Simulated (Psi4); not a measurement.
C3H8Si, charge +1, doublet, geometry from GFN2-xTB (a state made from the parent by changing its charge; the spin is typed, not shown lowest); B3LYP/def2-SV(P) in Psi4 1.11.

Input for Psi4:
```
memory 2 GB

molecule mol {
1 2
C     1.058338    0.477277    0.971104
C     0.965020   -0.698687    0.011919
Si   -0.842119   -0.379769   -0.772707
C    -0.318791    0.990116    0.581044
H     1.863183    1.167646    0.738062
H     1.135847    0.184821    2.013771
H     1.689762   -0.659652   -0.796696
H     0.945722   -1.665050    0.508312
H    -1.879580   -1.310922   -0.349899
H    -0.850387    0.079794   -2.155050
H    -0.299120    1.956646    0.084993
H    -1.043160    0.951249    1.390001
}

set {
  basis def2-sv(p)
  reference uks
}

energy('b3lyp')
print_variables()
```

Task: What does Psi4 print? Leave out banner, timings and long lists.

Result: 
```
   => Loading Basis Set <=

    Name: DEF2-SV(P)
    Role: ORBITAL
    Keyword: BASIS

         ---------------------------------------------------------
                                   SCF
               by Justin Turney, Rob Parrish, Andy Simmonett
                          and Daniel G. A. Smith
                              UKS Reference
         ---------------------------------------------------------

  ==> Geometry <==

    Molecular point group: c1
    Full point group: C1

    Geometry (in Angstrom), charge = 1, multiplicity = 2:

       Center              X                  Y                   Z               Mass
    ------------   -----------------  -----------------  -----------------  -----------------
         C            1.079584747098     0.486858579145     0.990599572744    12.000000000000
         C            0.986266747098    -0.689105420855     0.031414572744    12.000000000000
         SI          -0.820872252902    -0.370187420855    -0.753211427256    27.976926534650
         C           -0.297544252902     0.999697579145     0.600539572744    12.000000000000
         H            1.884429747098     1.177227579145     0.757557572744     1.007825032230
         H            1.157093747098     0.194402579145     2.033266572744     1.007825032230
         H            1.711008747098    -0.650070420855    -0.777200427256     1.007825032230
         H            0.966968747098    -1.655468420855     0.527807572744     1.007825032230
         H           -1.858333252902    -1.301340420855    -0.330403427256     1.007825032230
         H           -0.829140252902     0.089375579145    -2.135554427256     1.007825032230
         H           -0.277873252902     1.966227579145     0.104488572744     1.007825032230
         H           -1.021913252902     0.960830579145     1.409496572744     1.007825032230

  Running in c1 symmetry.

  Rotational constants: A =      0.34665  B =      0.17035  C =      0.12814 [cm^-1]
  Rotational constants: A =  10392.27039  B =   5106.96589  C =   3841.57024 [MHz]
  Nuclear repulsion =  165.251070219641036

  Charge       = 1
  Multiplicity = 2
  Electrons    = 39
  Nalpha       = 20
  Nbeta        = 19

  ==> Algorithm <==

  SCF Algorithm Type is DF.
  DIIS enabled.
  MOM disabled.
  Fractional occupation disabled.
  Guess Type is SAD.
  Energy threshold   = 1.00e-06
  Density threshold  = 1.00e-06
  Integral threshold = 1.00e-12

  ==> Primary Basis <==

  Basis Set: DEF2-SV(P)
    Blend: DEF2-SV(P)
    Number of shells: 42
    Number of basis functions: 76
    Number of Cartesian functions: 80
    Spherical Harmonics?: true
    Max angular momentum: 2

  ==> DFT Potential <==

   => LibXC <=

    Version 7.1.2
    S. Lehtola, C. Steigemann, M. J. T. Oliveira, and M. A. L. Marques,  SoftwareX 7, 1–5 (2018) (10.1016/j.softx.2017.11.002)

   => Composite Functional: B3LYP <=

    B3LYP Hyb-GGA Exchange-Correlation Functional

    P. J. Stephens, F. J. Devlin, C. F. Chabalowski, and M. J. Frisch,  J. Phys. Chem. 98, 11623 (1994) (10.1021/j100096a001)

    Deriv               =              1
    GGA                 =           TRUE
    Meta                =          FALSE

    Exchange Hybrid     =           TRUE
    MP2 Hybrid          =          FALSE

   => Exchange Functionals <=

    0.0800   Slater exchange
    0.7200         Becke 88

   => Exact (HF) Exchange <=

    0.2000               HF

   => Correlation Functionals <=

    0.1900   Vosko, Wilk & Nusair (VWN5_RPA)
    0.8100   Lee, Yang & Parr

   => LibXC Density Thresholds  <==

    XC_HYB_GGA_XC_B3LYP:  1.00E-15

   => Molecular Quadrature <=

    Radial Scheme          =       TREUTLER
    Pruning Scheme         =           NONE
    Nuclear Scheme         =       TREUTLER

    Blocking Scheme        =         OCTREE
    BS radius alpha        =              1
    Pruning alpha          =              1
    Radial Points          =             75
    Spherical Points       =            302
[...]
    Using symmetric orthogonalization.

  ==> Pre-Iterations <==

  SCF Guess: Superposition of Atomic Densities via on-the-fly atomic UHF (no occupation information).

   -------------------------
    Irrep   Nso     Nmo
   -------------------------
     A         76      76
   -------------------------
    Total      76      76
   -------------------------

  ==> Iterations <==

                           Total Energy        Delta E     RMS |[F,P]|

   @DF-UKS iter SAD:  -408.02378723801547   -4.08024e+02   0.00000e+00
   @DF-UKS iter   1:  -407.83314227487381    1.90645e-01   8.84432e-03 ADIIS/DIIS
   @DF-UKS iter   2:  -407.49955241059087    3.33590e-01   1.29847e-02 ADIIS/DIIS
   @DF-UKS iter   3:  -408.08241088480725   -5.82858e-01   8.87741e-04 ADIIS/DIIS
   @DF-UKS iter   4:  -408.08527754843010   -2.86666e-03   3.39089e-04 ADIIS/DIIS
   @DF-UKS iter   5:  -408.08562477279361   -3.47224e-04   1.56332e-04 ADIIS/DIIS
   @DF-UKS iter   6:  -408.08569983837293   -7.50656e-05   1.96069e-05 DIIS
   @DF-UKS iter   7:  -408.08570240776783   -2.56939e-06   1.04816e-05 DIIS
   @DF-UKS iter   8:  -408.08570312622288   -7.18455e-07   2.39967e-06 DIIS
   @DF-UKS iter   9:  -408.08570317957981   -5.33569e-08   5.74189e-07 DIIS
  Energy and wave function converged.

  ==> Post-Iterations <==

   Electrons on quadrature grid:
      Nalpha   =   19.9999245188 ; deviation = -7.548e-05
      Nbeta    =   18.9999308675 ; deviation = -6.913e-05
      Ntotal   =   38.9998553863 ; deviation = -1.446e-04

   @Spin Contamination Metric:   2.769117617E-03
   @S^2 Expected:                7.500000000E-01
   @S^2 Observed:                7.527691176E-01
   @S   Expected:                5.000000000E-01
   @S   Observed:                5.000000000E-01

    Orbital Energies [Eh]
    ---------------------

    Alpha Occupied:

[...]
    Alpha Virtual:

[...]
    Beta Occupied:

[...]
      19A     -0.527172

    Beta Virtual:

[...]
    Final Occupation by Irrep:
              A
    DOCC [    19 ]
    SOCC [     1 ]
    NA   [    20 ]
    NB   [    19 ]

  @DF-UKS Final Energy:  -408.08570317957981

   => Energetics <=

    Nuclear Repulsion Energy =            165.2510702196410364
    One-Electron Energy =                -878.2419264730521036
    Two-Electron Energy =                 337.1161274061105928
    DFT Exchange-Correlation Energy =     -32.2109743322793847
    Empirical Dispersion Energy =           0.0000000000000000
    VV10 Nonlocal Energy =                  0.0000000000000000
    Total Energy =                       -408.0857031795798093

  UHF NO Occupations:
  HONO-2 :   18  A 1.9998382
  HONO-1 :   19  A 1.9991705
  HONO-0 :   20  A 1.0000000
  LUNO+0 :   21  A 0.0008295
  LUNO+1 :   22  A 0.0001618
  LUNO+2 :   23  A 0.0001339
  LUNO+3 :   24  A 0.0001044

Computation Completed

Properties will be evaluated at   0.000000,   0.000000,   0.000000 [a0]

Properties computed using the SCF density matrix

 Multipole Moments:

 ------------------------------------------------------------------------------------
     Multipole            Electronic (a.u.)      Nuclear  (a.u.)        Total (a.u.)
 ------------------------------------------------------------------------------------

 L = 1.  Multiply by 2.5417464519 to convert [e a0] to [Debye]
 Dipole X            :         -1.7465634            1.6060270           -0.1405364
 Dipole Y            :         -0.7876443            0.7242662           -0.0633781
 Dipole Z            :         -1.6026003            1.4736479           -0.1289524
 Magnitude           :                                                    0.2009875

 ------------------------------------------------------------------------------------

  Variable Map:
  ----------------------------------------------------------------------------
[...]
  Array Variable Map:
  ----------------------------------------------------------------------------
[...]
[...]
```
